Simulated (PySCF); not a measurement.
BiF₂H₃Si, SMILES [F][Bi]([F])[SiH3]. Geometry optimised at B3LYP-D3(BJ)/def2-SVP. The def2 effective core potentials stand for the cores of Bi; spin–orbit coupling is left out.

Computed equilibrium geometry at B3LYP-D3(BJ)/def2-SVP (PySCF confirms it by a frequency run) as a Z-matrix, and its point group:
point group Cs.
```
Si
H 1 1.4874
H 1 1.4931 2 110.33
H 1 1.4931 2 110.33 3 -120.66
Bi 1 2.7179 2 106.73 3 119.67
F 5 2.0506 1 89.70 2 -48.54
F 5 2.0506 6 97.07 1 -89.67
```
Charge 0, spin multiplicity 1.
